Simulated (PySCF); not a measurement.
SMILES CC[SiH2][GeH3], singlet (GFN2-xTB optimised geometry):

```
14

C      1.652    -0.703     0.000
C      0.128    -0.703     0.000
Si    -0.584     1.063     0.000
Ge     0.347     2.261    -1.781
H      2.045    -1.718    -0.032
H      2.033    -0.164    -0.869
H      2.036    -0.218     0.895
H     -0.234    -1.253     0.869
H     -0.229    -1.241    -0.881
H     -0.257     1.718     1.273
H     -2.045     0.997    -0.117
H     -0.501     3.372    -2.328
H      1.649     2.951    -1.492
H      0.670     1.457    -3.008
```

Computed with B3LYP/def2-TZVP (PySCF).

Problem. What are the frontier orbital energies and the dipole moment?

Solution. HOMO-2 -8.95 eV, HOMO-1 -8.49 eV, HOMO -8.00 eV, LUMO -0.09 eV, LUMO+1 0.32 eV; dipole moment 1.24 D.

Meta-Löwdin charges at B3LYP/def2-TZVP: C1 -0.32, C2 -0.41, Si3 0.44, Ge4 0.09, H5 0.11, H6 0.11, H7 0.11, H8 0.12, H9 0.11, H10 -0.10, H11 -0.10, H12 -0.05, H13 -0.05, H14 -0.06.
